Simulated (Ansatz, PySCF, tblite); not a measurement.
Potential energy curve for SLi (cation, charge +1), lowest singlet found (which spin is the ground state isn't settled by this scan).

Levels of theory: GFN2-xTB, 300 K electronic temperature (tblite); RKS-M06-2X/6-31G* = restricted M06-2X/6-31G*, spherical d run with PySCF; RKS-B3LYP/6-311+G** = restricted B3LYP/6-311+G**, spherical d (PySCF); FCI = full CI/aug-cc-pVDZ, frozen core in Ansatz (a quantum-chemistry and plane-wave program).

Energies are in kcal/mol, each relative to the lowest point of its own curve between 2.02 and 3.13 Å, where full CI is lowest.

```
R / Å  GFN2-xTB  RKS-M06-2X/6-31G*  RKS-B3LYP/6-311+G**   FCI
-----  --------  -----------------  -------------------  ----
1.67       48.7               66.3                 60.3  70.0
1.83       21.7               33.3                 29.1  35.9
1.92       13.2               21.7                 18.4  23.8
2.02        7.2               12.8                 10.4  14.5
2.14        3.1                6.1                  4.5   7.3
2.22        1.6                3.3                  2.2   4.2
2.26        1.0                2.3                  1.4   3.1
2.33        0.4                1.1                  0.5   1.6
2.40        0.1                0.4                  0.0   0.7
2.51        0.0                0.0                  0.0   0.0
2.65        0.3                0.5                  0.8   0.2
2.78        0.7                1.4                  1.9   0.9
2.96        1.4                3.2                  3.9   2.5
3.13        2.2                5.0                  5.8   4.2
3.39        3.7                7.6                  8.5   6.7
3.75        5.9               10.4                 11.5   9.5
4.12        7.9               12.6                 13.6  11.7
4.60        9.9               14.5                 15.3  13.5
5.08       11.2               15.6                 16.3  14.6
5.88          —               16.6                 17.2  15.6
6.73          —               17.1                 17.7  16.2
7.98          —               17.5                 18.1  16.6
```

At the longest distance, 7.98 Å, RKS-B3LYP/6-311+G** lies highest above its minimum (18.1 kcal/mol) and FCI lowest (16.6 kcal/mol).

Dashes: no converged value, or the column stops at the first point that the program doubted or that broke a chosen test of continuity, which isn't proof of a fault.

The restricted form behind RKS-M06-2X/6-31G*, RKS-B3LYP/6-311+G** keeps the bonding electrons paired and can't separate into open-shell fragments. Also computed but left out beside FCI, since their determinant holds another spin at the minimum (<S²> over 0.7 above the pure value): UHF, UMP2, UCCSD, UCCSD(T), UKS-PBE, UKS-CAM-B3LYP, UKS-B3LYP/6-31G*, UHF/6-31G*, UKS-M06-2X/6-31G*, UKS-B3LYP/6-311+G**.
